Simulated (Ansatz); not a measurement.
Calculated with Ansatz (gas phase, PBE0-D4/def2-TZVP geometries, no zero-point term in ΔE). CBS: MP2 limit from def2 TZ/QZ plus the TZ coupled-cluster correction, frozen cores. For Se outer-core shells are correlated without core-valence functions, which leaves a few kJ/mol of doubt a bond. Scalar relativity is left out up to krypton. One conformer a species, not always the lowest.

`CC([SiH3])=[Se]` → `C=C([SiH3])[SeH]`  (isomerisation)

`CC([SiH3])=[Se]`:

```xyz
10

C     0.866   -0.173   -1.145
C     0.278   -0.614    0.150
Si   -0.972    0.520    0.985
Se    0.705   -2.143    0.920
H     1.575   -0.898   -1.545
H     1.368    0.794   -1.018
H     0.069   -0.001   -1.879
H    -1.450   -0.064    2.257
H    -2.111    0.739    0.050
H    -0.327    1.841    1.226
```

`C=C([SiH3])[SeH]`:

Cartesian coordinates in Å:
```
C 0.056 1.468 0.832
C -0.289 0.255 0.404
Si 0.697 -0.678 -0.872
Se -1.784 -0.637 1.185
H 0.938 1.961 0.434
H -0.507 2.015 1.584
H -0.205 -1.108 -1.974
H 1.299 -1.894 -0.267
H 1.763 0.208 -1.406
H -1.968 -1.591 0.082
```

| species | CCSD(T)/def2-TZVPP energy (Eh) |
| --- | --- |
| `CC([SiH3])=[Se]` | -2768.81694 |
| `C=C([SiH3])[SeH]` | -2768.81695 |

(1) Work out ΔE.

Largest T1 diagnostic among the species: 0.015.

Results:

(1) ΔE = (-2768.81695) − (-2768.81694) = -0.00001 Eh = 0.0 kJ/mol. CCSD(T)/CBS gives +3.1 kJ/mol.

In def2-TZVPP, CCSD(T) changes the Hartree–Fock value by +10.3 kJ/mol (the triples alone add +3.6 kJ/mol) and MP2 by +13.7 kJ/mol. From PBE to PBE0 (25 % exact exchange), in def2-TZVPP and without D4, ΔE moves by −3.1 kJ/mol.
